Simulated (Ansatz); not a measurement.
Frontier orbitals of AlBH4SeSi, SMILES `[AlH2][B]1[SiH2][Se]1`.

```xyz
8

Al   -1.102   -1.726    0.491
B     0.060   -0.174   -0.266
Si    0.851    1.616   -0.127
Se    1.088    0.156   -1.863
H    -0.448   -2.847    1.409
H    -2.665   -1.777    0.201
H     0.115    2.857   -0.463
H     2.102    1.894    0.618
```

Charge 0, multiplicity 1. Correlated methods include outer-core shells of Se, which these sets cover unevenly. Scalar relativity is left out up to krypton. All single points use the PBE0-D4/def2-TZVP geometry. Basis def2-TZVPP, Ansatz.

Orbital energies of one run (eV). Highest occupied ones, from the top: -6.89, -7.86, -8.11, -8.54, -9.52, -10.52, -11.28, -12.72, -14.71, -20.42, -58.46, -58.46, -58.49, -58.51. Empty: -2.28, -1.69, -0.62, 0.45, 1.03, 1.50.

(1) Which functional gave them?
A. revPBE
B. ωB97X-V
C. LDA (SPW92)
D. PBE0

## Answers

(1) D. HOMO energies: PBE0 -6.89, revPBE -5.84, LDA (SPW92) -6.02, ωB97X-V -9.02 eV.
